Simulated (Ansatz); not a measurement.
Computed with Ansatz on PBE0-D4/def2-TZVP structures; ΔE is electronic, products minus reactants. CCSD(T)/CBS adds triple-zeta CCSD(T) − MP2 to the extrapolated MP2 energy (def2 sets, frozen cores). This one scheme is used for every species. Each species was taken in one conformer, which may not be the lowest.

`BOCCO` + silanol → `BOCO[SiH3]` + CH₃OH  (substitution at a C–C bond)

`BOCCO`:

Cartesian coordinates in Å:
```
B 1.881 0.052 -1.109
O 0.783 0.745 -0.776
C -0.441 0.112 -0.453
C -0.718 0.264 1.031
O -1.980 -0.255 1.376
H 1.839 -1.150 -1.169
H 2.872 0.680 -1.336
H -1.237 0.595 -1.025
H -0.403 -0.949 -0.730
H -0.732 1.324 1.290
H 0.091 -0.207 1.606
H -1.954 -1.212 1.295
```

`O[SiH3]`:

Z-matrix (Å, degrees):
```
Si
O 1 1.648
H 1 1.489 2 111.7
H 1 1.489 2 111.7 3 120.9
H 1 1.481 2 105.9 3 -119.6
H 2 0.957 1 117.9 3 -60.5
```

`BOCO[SiH3]`:

```xyz
12

B     1.983   -0.688   -0.871
O     0.853    0.038   -0.780
C    -0.416   -0.574   -0.691
O    -0.929   -0.439    0.585
Si   -1.187    1.025    1.317
H     1.921   -1.886   -0.922
H     3.013   -0.083   -0.908
H    -1.057   -0.075   -1.427
H    -0.334   -1.642   -0.914
H    -1.776    1.973    0.332
H     0.067    1.599    1.862
H    -2.138    0.753    2.419
```

CH₃OH:

Z-matrix (Å, degrees):
```
C
O 1 1.409
H 1 1.097 2 112.4
H 1 1.090 2 107.0 3 -118.5
H 1 1.097 2 112.4 3 123.0
H 2 0.959 1 108.5 3 -61.6
```

```tsv
species	HF/CBS(def2) energy (Eh)
`BOCCO`	-254.35973
`O[SiH3]`	-366.22576
`BOCO[SiH3]`	-505.47426
CH₃OH	-115.10180
```

(1) Work out ΔE.

Largest T1 diagnostic among the species: 0.013.

Answers

(1) ΔE = (-505.47426) + (-115.10180) − (-254.35973) − (-366.22576) = 0.00943 Eh = +24.8 kJ/mol. CCSD(T)/CBS gives +35.7 kJ/mol.

In def2-TZVPP, CCSD(T) changes the Hartree–Fock value by +8.0 kJ/mol (the triples alone add +0.2 kJ/mol) and MP2 by +11.1 kJ/mol.
